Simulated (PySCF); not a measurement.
## Mayer bond orders and bond lengths

Compound: C8H8O2S.
SMILES with atom numbers: `[CH2:1]=[CH:2][S:3](=[O:4])(=[O:5])[c:6]1[cH:7][cH:8][cH:9][cH:10][cH:11]1` (hydrogens: H12, H13 on C1; H14 on C2; H15 on C7; H16 on C8; H17 on C9; H18 on C10; H19 on C11)

Geometry (PBE0-D3(BJ)/def2-SVP, Å), atoms numbered from 1 in this order:
```
atom  x, y, z in Å
C1     3.3148    0.2143   -0.6274
C2     2.5348   -0.2515    0.3419
S3     1.3778    0.8366    1.1379
O4     1.4784    2.1463    0.4958
O5     1.5636    0.6691    2.5767
C6    -0.2067    0.1396    0.7168
C7    -0.7885   -0.7764    1.5905
C8    -2.0295   -1.3180    1.2626
C9    -2.6682   -0.9360    0.0826
C10   -2.0767   -0.0061   -0.7745
C11   -0.8366    0.5424   -0.4593
H12    3.2066    1.2522   -0.9576
H13    4.0740   -0.4154   -1.0977
H14    2.5708   -1.2621    0.7577
H15   -0.2737   -1.0346    2.5183
H16   -2.5047   -2.0349    1.9360
H17   -3.6426   -1.3614   -0.1687
H18   -2.5895    0.2993   -1.6893
H19   -0.3579    1.2869   -1.0986
```

Bond orders from the PBE0/pcSseg-1 density (PySCF). Geometry: PBE0-D3(BJ)/def2-SVP, one conformer, isolated molecule.

Q: How far do the computed orders between heavy atoms stray from the drawn ones?

A: The largest departure is 0.308, at S3–O5 (drawn double, 1.692) and S3–O4 (drawn double, 1.695), counting aromatic bonds as 1.5. Drawn double or triple, more than 0.30 short of the drawn order: S3–O4 (1.695) and S3–O5 (1.692). The bonds drawn aromatic range from 1.36 to 1.43.

Q: Give the Mayer order of every bond, beside its length.

A: 
```
   bond  drawn as  length (Å)  Mayer order
  C1–C2    double       1.329        1.923
  C2–S3    single       1.777        0.896
  S3–O4    double       1.462        1.695
  S3–O5    double       1.460        1.692
  S3–C6    single       1.781        0.901
  C6–C7  aromatic       1.393        1.375
  C7–C8  aromatic       1.393        1.418
  C8–C9  aromatic       1.395        1.430
 C9–C10  aromatic       1.396        1.423
C10–C11  aromatic       1.392        1.428
 C11–C6  aromatic       1.394        1.362
 C1–H12    single       1.094        0.932
 C1–H13    single       1.093        0.943
 C2–H14    single       1.093        0.925
 C7–H15    single       1.092        0.957
 C8–H16    single       1.092        0.963
 C9–H17    single       1.093        0.966
C10–H18    single       1.092        0.963
C11–H19    single       1.092        0.957
```

Bonds between the same two heavy elements. C–C: lowest C11–C6 (1.362, 1.394 Å), highest C1–C2 (1.923, 1.329 Å). C–S: all 2 within 0.02 of one another (0.896 to 0.901). O–S: all 2 within 0.02 of one another (1.692 to 1.695).

Q: Sum the orders of all bonds at each heavy atom with more than one neighbour and set the sums beside the valence in the SMILES.

A: C1 3.798 (drawn 4), C2 3.744 (drawn 4), S3 5.184 (drawn 6), C6 3.638 (drawn 4), C7 3.750 (drawn 4), C8 3.811 (drawn 4), C9 3.819 (drawn 4), C10 3.814 (drawn 4), C11 3.747 (drawn 4). Orders between atoms that aren't bonded are not in these sums.

The Mayer order sums products of elements of PS (density times overlap matrix) between the two atoms' basis functions, so it depends on the basis set.

These values come from a run that also computed NMR shieldings. Hardware: INTEL XEON PLATINUM 8581C at 2.30 GHz, 2 threads, shared host with 32 logical CPUs at a one-minute load of 10. Cost: 34 s wall, 84 s CPU (with the writing of density and orbital grids), 1.9 GiB resident at most.
